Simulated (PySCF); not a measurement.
PySCF input file for Cl2Cu, SMILES [Cu+]([Cl])[Cl] (connectivity only; charge and spin as stated), charge +1, multiplicity 3, C-PCM-B3LYP/def2-SVP. Geometry optimised at B3LYP-D3(BJ)/def2-TZVP. The multiplicity is an assumed one; other spin states were not compared.

```python
import numpy as np
from pyscf import gto, scf, dft
from pyscf.solvent import pcm

mol = gto.M(
    atom='''
    Cu    0.00000000    0.00000000    0.00000000
    Cl    0.00000000    0.00000000   -2.08445642
    Cl    0.00000000    0.00000000    2.08445642
    ''',
    basis='def2-SVP',
    charge=1,
    spin=2,
    max_memory=1600,
    verbose=3,
)
mf = dft.UKS(mol, xc='b3lyp').density_fit(auxbasis='def2-universal-jkfit')
mf.grids.level = 3
mf.conv_tol = 1e-9
mf.max_cycle = 100
mf.kernel()
fine, coarse = mf.grids, dft.Grids(mol).set(level=1).build(with_non0tab=True)
for _ in range(3):  # follow internal instabilities
    mf.grids = coarse
    mo, _, stable, _ = mf.stability(return_status=True, nroots=4)
    mf.grids = fine
    if stable:
        break
    mf.kernel(mf.make_rdm1(mo, mf.mo_occ))
res = {}
for name, eps in {'water': 78.355, 'n-hexane': 1.8819, 'methanol': 32.613}.items():
    s = mf.PCM()
    s.with_solvent.method, s.with_solvent.eps, s.with_solvent.lebedev_order = 'C-PCM', eps, 29
    s.kernel(mf.make_rdm1())
    res[name] = (s.e_tot, eps, s.dip_moment(), s.mo_energy, s.converged)
    print(f'{name}: electrostatic solvation free energy {(s.e_tot - mf.e_tot) * 627.509474:.3f} kcal/mol')
```

Log of the run:

```

WARN: HOMO -0.1383102967701 >= LUMO -0.138311020841145


WARN: HOMO -0.534299794941458 >= LUMO -0.533398793203596

converged SCF energy = -2560.12758087365  <S^2> = 2.0075168  2S+1 = 3.005007
<class 'pyscf.df.df_jk.DFUKS'> wavefunction has an internal instability
converged SCF energy = -2560.12933512204  <S^2> = 2.0066313  2S+1 = 3.0044176
<class 'pyscf.df.df_jk.DFUKS'> wavefunction is stable in the internal stability analysis

WARN: PCM is an experimental feature. It is still in testing.
Features and APIs may be changed in the future.

converged SCF energy = -2560.25193192322  <S^2> = 2.0058581  2S+1 = 3.0039029

WARN: System has nonzero charge 1; the dipole moment is origin-dependent.
Location of origin: [0. 0. 0.]

Dipole moment(X, Y, Z, Debye): -0.00000,  0.00000, -0.00000
water: electrostatic solvation free energy -76.931 kcal/mol

WARN: PCM is an experimental feature. It is still in testing.
Features and APIs may be changed in the future.

converged SCF energy = -2560.18549816139  <S^2> = 2.0062989  2S+1 = 3.0041963

WARN: System has nonzero charge 1; the dipole moment is origin-dependent.
Location of origin: [0. 0. 0.]

Dipole moment(X, Y, Z, Debye): -0.00000,  0.00000,  0.00000
n-hexane: electrostatic solvation free energy -35.243 kcal/mol

WARN: PCM is an experimental feature. It is still in testing.
Features and APIs may be changed in the future.

converged SCF energy = -2560.24954041249  <S^2> = 2.0058752  2S+1 = 3.0039143

WARN: System has nonzero charge 1; the dipole moment is origin-dependent.
Location of origin: [0. 0. 0.]

Dipole moment(X, Y, Z, Debye): -0.00000,  0.00000, -0.00000
methanol: electrostatic solvation free energy -75.430 kcal/mol
```

Self-consistency was reached.
